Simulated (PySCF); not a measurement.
Si(H)3(NHiPr) (C3H11NSi), SMILES CC(C)N[SiH3]. Atoms are numbered in the order given.

```xyz
16

Si     1.8250     0.3634     0.2357
N      0.4098    -0.6183     0.0322
C     -0.9712    -0.2145     0.2415
C     -1.1915     1.2057    -0.2576
C     -1.9053    -1.1937    -0.4552
H      1.9168     1.0643     1.5625
H      1.9380     1.4239    -0.8122
H      2.9825    -0.5730     0.1140
H      0.5540    -1.6123     0.1743
H     -1.2218    -0.2251     1.3248
H     -2.2320     1.5191    -0.0881
H     -0.5441     1.9278     0.2669
H     -0.9756     1.2751    -1.3355
H     -2.9596    -0.9298    -0.2818
H     -1.7153    -1.1956    -1.5400
H     -1.7532    -2.2194    -0.0820
```
Charge 0, spin multiplicity 1.

Geometry: PBE0-D3(BJ)/def2-SVP. Other conformers were not sampled.

Computed with TDDFT-CAM-B3LYP/def2-SVPD (PySCF).

Vertical excitations. Isolated molecule, no solvent.

Computed UV-visible absorptions:
```tsv
state	energy (eV)	λ (nm)	f	main pairs
S1	6.03	206	0.010	HOMO→LUMO 82 %
S2	7.00	177	0.019	HOMO→LUMO+1 75 %
S3	7.18	173	0.001	HOMO→LUMO+5 60 %, HOMO→LUMO+2 23 %
S4	7.35	169	0.018	HOMO→LUMO+3 57 %, HOMO→LUMO+4 16 %, HOMO→LUMO+1 10 %
S5	7.48	166	0.060	HOMO→LUMO+4 36 %, HOMO→LUMO+2 28 %, HOMO→LUMO+3 17 %, HOMO→LUMO+7 6 %
S6	7.74	160	0.030	HOMO→LUMO+4 31 %, HOMO→LUMO+2 27 %, HOMO→LUMO+5 26 %
S7	7.79	159	0.035	HOMO→LUMO+6 84 %
S8	8.53	145	0.004	HOMO→LUMO+9 58 %, HOMO→LUMO+8 11 %, HOMO→LUMO+7 10 %
S9	8.65	143	0.022	HOMO→LUMO+7 55 %, HOMO→LUMO+9 13 %
S10	8.73	142	0.031	HOMO−1→LUMO 57 %, HOMO−1→LUMO+2 16 %
T1	5.76	215	0	HOMO→LUMO 73 %, HOMO→LUMO+2 13 %
T2	6.75	184	0	HOMO→LUMO+1 63 %, HOMO→LUMO 13 %
T3	6.99	177	0	HOMO→LUMO+5 57 %, HOMO→LUMO+2 21 %
T4	7.07	175	0	HOMO→LUMO+4 45 %, HOMO→LUMO+6 27 %, HOMO→LUMO+3 9 %
```
Triplets are in the Tamm–Dancoff approximation, which puts them higher than full response would, so one can lie above its singlet here.
